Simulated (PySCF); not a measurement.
Ligands exchanged one at a time, Ge H-SiH3. All species are isolated molecules in the gas phase. Strings in code marks are SMILES.

The numbers are results of PBE0-D3(BJ)/def2-TZVP // PBE0-D3(BJ)/def2-SVP (PySCF), not measurements. Delta-SCF ions had no search for a lower state. 

```csv
species,HOMO–LUMO gap (eV),vertical ionisation energy (Delta-SCF) (eV),S1 oscillator strength,dipole moment (D)
0 of 4 H replaced by SiH3 (`[GeH4]`),10.72,…,–,0.00
1 of 4 H replaced by SiH3 (`[SiH3][GeH3]`),8.66,…,0.026,0.08
2 of 4 H replaced by SiH3 (`[SiH3][GeH2][SiH3]`),7.80,9.72,0.143,0.03
3 of 4 H replaced by SiH3 (`[SiH3][GeH]([SiH3])[SiH3]`),7.72,9.56,…,0.12
```

**Question.** Some entries are withheld; supply them.

**Answer.** 
- 0 of 4 H replaced by SiH3 (`[GeH4]`), vertical ionisation energy (Delta-SCF) (eV): 12.17
- 1 of 4 H replaced by SiH3 (`[SiH3][GeH3]`), vertical ionisation energy (Delta-SCF) (eV): 10.37
- 3 of 4 H replaced by SiH3 (`[SiH3][GeH]([SiH3])[SiH3]`), S1 oscillator strength: 0.000
